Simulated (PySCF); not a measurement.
# Spinor energies of Ta⁶⁴⁺ (tantalum, charge +64)

Start: [He] 2s2 2p5; 2p1/2 filled at m_j = -1/2, +1/2; 2p3/2 filled at m_j = -1/2, +1/2, +3/2. Calculated with PySCF 2.14 in an even-tempered Gaussian basis (17 s from 48 bohr⁻², ratio 2.4; 13 p from 62 bohr⁻², ratio 2.4; 5 d from 220 bohr⁻², ratio 2.6; 4 f from 320 bohr⁻², ratio 2.6): generalised Hartree-Fock with the X2C-1e Hamiltonian and a Gaussian nucleus; one run each with spin-orbit coupling (SO) switched off, then screened by Boettger's factors.

| spinor shell | electrons | ε, spin-free (eV) | ε, screened SO (eV) | weight of nominal j (screened SO) | rms radius, screened SO (bohr) |
| --- | --- | --- | --- | --- | --- |
| 1s1/2 | 2 | -73763.7 | -73735.6 | 1.000 | 0.0211 |
| 2s1/2 | 2 | -17246.3 | -17238.3 | 1.000 | 0.0834 |
| 2p1/2 | 2 | -15878.4 | -16821.3 | 1.000 | 0.0707 |
| 2p3/2 | 3 | -15878.4 | -15490.7 | 1.000 | 0.0775 |

```json
{"quantity": "E (hartree)", "spin-free": "-10154.43918", "screened SO": "-10182.22655"}
{"quantity": "M_J", "spin-free": "3/2", "screened SO": "3/2"}
{"quantity": "⟨J²⟩", "spin-free": "3.750", "screened SO": "3.750"}
{"quantity": "⟨L²⟩", "spin-free": "2.000", "screened SO": "2.024"}
{"quantity": "⟨S²⟩", "spin-free": "0.750", "screened SO": "0.774"}
```

Each row is a mean over spinors that exchange with the open shell spreads, by up to 63.588 eV (2s1/2).

Breit and QED terms are absent; they matter most for the inner s and p1/2 levels.

Densities and radii are taken from the X2C orbitals without a picture-change correction, which distorts them close to the nucleus.

Without spin-orbit coupling the j labels of p, d and f shells carry no meaning; the spin-free column gives the mean over the occupied spinors of each nl shell.
